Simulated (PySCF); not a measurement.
# How the method changes the constants of NaHg⁺

State: ¹Σ⁺ (singlet), closed shell. Set-up: PySCF, scalar-relativistic core potentials, basis sets Na cc-pVDZ, Hg cc-pVDZ-PP with ECP60. De refers to Na⁺ + Hg in their ground configurations, without counterpoise correction. A positive dipole points towards Hg; it is taken about the centre of mass and depends on that origin.

```
      Level  Re (Å)  ωe (cm⁻¹)  De (eV)   μ (D)
    RHF-MP2   3.134        109    0.310     n/a
RHF-SCS-MP2   3.143        108    0.310     n/a
   RHF-CCSD   3.150        110    0.343     n/a
RHF-CCSD(T)   3.150        110    0.342     n/a
        PBE   3.065        114    0.357  -10.58
       BP86   3.117        104    0.293  -10.94
     r²SCAN   3.065        113    0.345  -10.63
      TPSSh   3.078        113    0.350  -10.57
       PBE0   3.067        114    0.355  -10.51
      B97-3   3.142        100    0.294  -10.97
      ωB97X   3.144        104    0.319  -10.94
```

Question: Which functional lies closest to RHF-CCSD(T) in De, which farthest, and by how much do they differ from it?

Answer: Closest is r²SCAN (-8.5 pm in Re, +2.7 % in ωe, +0.00 eV in De against RHF-CCSD(T) in the same basis), farthest BP86 (-3.3 pm in Re, -5.5 % in ωe, -0.05 eV in De). CCSD(T) converges more slowly with the basis than the functionals do and binds too weakly in this one, so the order can change at the basis-set limit.

Question: What does a quarter of exact exchange do here, going from PBE to PBE0?

Answer: PBE0 less PBE: +0.2 pm in Re, +0.0 % in ωe, -0.00 eV in De. Exact exchange removes part of the self-interaction that spreads semilocal densities, and in most molecules shortens and stiffens the bond and lowers De; here Re goes the other way.

Question: What does the step from GGA to meta-GGA do here, going from PBE to r²SCAN?

Answer: r²SCAN less PBE: +0.0 pm in Re, -0.9 % in ωe, -0.01 eV in De. 

Correlated steps freeze 1 core orbital. Closed-shell solutions of metal pairs were not tested for spin polarisation, which can lower them a little. The bond is weak. Basis-set superposition, not corrected here, can be much of De in a small basis, most of all at correlated wavefunction levels. Spin–orbit coupling is left out. For an ion De counts to the pair picked by the measured ionisation energies or electron affinities, which need not be the lowest pair at this level.

The whole job (state search and all levels along the bond) took about 1.7 min on 1 thread of Intel Xeon @ 2.60GHz (shared host), peak memory 0.72 GiB.
